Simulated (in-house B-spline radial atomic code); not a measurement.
Ag+ is squeezed into an impenetrable sphere of radius R (the orbitals vanish at R). Computed with a B-spline radial code for spherical atoms: scalar-relativistic (X2C) Hartree-Fock, spin-polarised, averaged over the determinants with the given up and down occupations, Fermi nucleus of rms radius 4.5454 fm.

Energies in eV above the free ion in [Kr] 4d10:

```
R (bohr)  highest level (eV)  [Kr] 4d10  [Ar] 3d9 4s2 4p6 4d10 4f1  [Ar] 3d10 4s2 4p5 4d10 4f1
    7.38                 -22   0.001345                      386.4                       79.29
    6.55                 -22   0.008163                      388.1                       80.97
    5.32               -21.9       0.11                      392.4                       85.22
    4.25               -21.2      1.015                      399.7                       92.39
    3.62               -19.7      3.784                      407.7                       100.6
     2.8               -13.2      22.74                        435                       129.8
    2.43               -5.53      54.95                      471.2                       169.2
    2.37               -3.68      63.85                      480.8                       179.5
    1.73                42.5      373.4                      797.2                         511
     1.4                 117       1072                       1504                        1224
```

Does [Ar] 3d9 4s2 4p6 4d10 4f1 fall below [Kr] 4d10 under compression?

No, it stays above over the whole range.

Does [Ar] 3d10 4s2 4p5 4d10 4f1 fall below [Kr] 4d10 under compression?

No, it stays above over the whole range.

The highest level is first positive in the row R = 1.73 bohr, pushed up by confinement above the zero of the free ion's potential. Each configuration is held fixed and needn't be the lowest in the sphere.
